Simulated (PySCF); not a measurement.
NMR problem set

PySCF 2.14 calculation with B3LYP/pcJ-1 coupling constants (spin–dipole term left out of most H,H and C,H couplings), GFN2-xTB structure and GIAO PBE0/pcSseg-1 shieldings; fast rotation and ring inversion assumed for equivalent nuclei, isolated molecule, a single conformation, non-relativistic Hamiltonian.

References, each an isolated molecule treated in the same way: TMS for ¹H (σref 31.72) and ¹³C (σref 186.93). Multiplet labels drop J under 1 Hz and among equivalent protons, and merge close values. Unscaled 3J(H,H) run several per cent high. Shifts are as computed. Against solution values, carbons near 30 ppm lie about +3 ppm off and those near 130 ppm about +5 ppm. Of 1211 compounds with measured shifts, 218 miss one by over three times the rms of a fit or turn the order of signals round; such compounds aren't used in these exercises. OH and NH positions are gas-phase values without hydrogen bonding to other molecules.

(1) C₅H₅N₃. ¹H NMR (500 MHz, computed): δ 9.52 (br s, 1H), 7.26 (q, J = 1.2 Hz, 1H), 2.45 (d, J = 1.2 Hz, 3H). ¹³C{¹H} NMR (computed): δ 132.1, 131.3, 130.4, 118.7, 11.1. Give a structure.

(2) C₅H₅N₃. ¹H NMR (400 MHz, computed): δ 7.94 (s, 1H), 3.86 (s, 3H), 3.22 (s, 1H). ¹³C{¹H} NMR (computed): δ 145.9 (CH), 143.4 (C), 95.1 (CH), 76.2 (C), 30.5 (CH3). What is it?

## Answers

(1) SMILES Cc1c[nH]nc1C#N. The formula gives 5 degrees of unsaturation (1 ring in the answer). 5 carbon signals for 5 carbons: no two carbons are equivalent. Carbon types of the structure: 3 × C, 1 × CH, 1 × CH3, leaving 1 H on heteroatoms. δC 132.1: substituted aromatic carbon. δC 131.3: substituted aromatic carbon next to a ring nitrogen. δC 118.7: nitrile carbon; this is the usual window of a C≡N carbon, which has no attached hydrogen. δH 9.52: hydrogen on a pyrrole-type ring nitrogen; labile proton, position sensitive to the medium.

The data come from this structure; uniqueness wasn't tested.

(2) SMILES C#Cc1nncn1C. Rings plus π bonds: 5 (1 ring in the answer). 5 carbon signals for 5 carbons: no two carbons are equivalent. Carbon types of the structure: 2 × C, 2 × CH, 1 × CH3, which accounts for all hydrogens. δC 145.9: aromatic CH between two ring heteroatoms. δC 143.4: substituted aromatic carbon next to a ring nitrogen. δC 95.1: terminal alkyne carbon; the triple bond shields along its axis, which puts it between sp3 and sp2 carbons. δC 76.2: alkyne carbon; sp carbons lie upfield of alkene carbons because the cylindrical π system leaves one tensor component strongly shielded.

This is the structure that produced the data.
